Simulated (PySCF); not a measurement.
## Where the electron goes

Compound: 3-chloroaniline, C6H6ClN.
Structure used (GFN2-xTB), in Å, numbered top down from 1:
```xyz
14
C6H6ClN angstrom
N      2.2873   -0.3394   -0.0926
C      0.9328   -0.1106   -0.0295
C      0.4147    1.1713   -0.2275
C     -0.9492    1.3797   -0.2328
C     -1.8319    0.3294   -0.0396
C     -1.3135   -0.9391    0.1599
Cl    -2.3912   -2.2702    0.4141
C      0.0478   -1.1717    0.1687
H      2.8901    0.4563    0.0340
H      2.6243   -1.2000    0.3055
H      1.0940    1.9974   -0.3789
H     -1.3367    2.3756   -0.3861
H     -2.8974    0.4900   -0.0435
H      0.4283   -2.1692    0.3262
```

Method: TDDFT CAM-B3LYP/def2-SVPD, vertical, gas phase, core orbitals frozen in the response in PySCF.

Kohn–Sham orbitals with the atoms that hold most of them (Löwdin shares over 4%, at most four atoms; ? is withheld):

| orbital | ε (eV) | atoms |
| --- | --- | --- |
| LUMO+2 | 1.29 | N1 14%, H9 12%, H10 12%, C2 10% |
| LUMO+1 | 1.05 | C2 20%, C5 17%, C6 10%, C4 10% |
| LUMO | ? | C6 18%, C4 18%, C8 17%, C3 16% |
| HOMO | -7.40 | ? |
| HOMO-1 | -8.40 | ? |
| HOMO-2 | -10.23 | Cl7 50%, C4 10%, N1 10%, C5 9% |
| HOMO-3 | -10.26 | Cl7 54%, C4 9%, C5 8%, N1 8% |

(1) Which atoms hold the HOMO, and with what shares?

(2) Which atoms hold the HOMO-1, and with what shares?

(3) What is the LUMO energy, and the HOMO–LUMO gap?

Results:

(1) N1 (bonded to C and 2 H) 25%; C5 (bonded to 2 C and H) 19%; C2 (bonded to 2 C and N) 13%; C3 (bonded to 2 C and H) 13%. By element: carbon 45% or more, nitrogen 25%.

(2) C8 (bonded to 2 C and H) 23%; Cl7 (bonded to C) 20%; C6 (bonded to 2 C and Cl) 17%; C4 (bonded to 2 C and H) 14%. By element: carbon 53% or more, chlorine 20%.

(3) ε(LUMO) = 0.64 eV; the gap is 8.04 eV (0.2955 hartree).

Problem. The HOMO–LUMO gap is 8.04 eV. Where does the response calculation put the lowest singlet, and from which orbitals?

Solution. S1 is at 4.86 eV (f = 0.047), 3.18 eV below the gap, made of HOMO→LUMO (86%), HOMO-1→LUMO+1 (11%). 

Problem. One configuration dominates each of S1 and S2. Which, and how do the shares of the two leading atoms of either orbital change from the occupied to the empty one?

Solution. 
- S1 (4.86 eV, f 0.047), HOMO→LUMO (86%): N1 25% → at most 17%, C5 19% → at most 17%, C6 at most 13% → 18%, C4 at most 13% → 18%
- S2 (5.61 eV, f 0.085), HOMO→LUMO+1 (79%): N1 25% → at most 11%, C5 19% → 17%, C2 13% → 20%

Löwdin shares depend on the basis, the more so with diffuse functions.
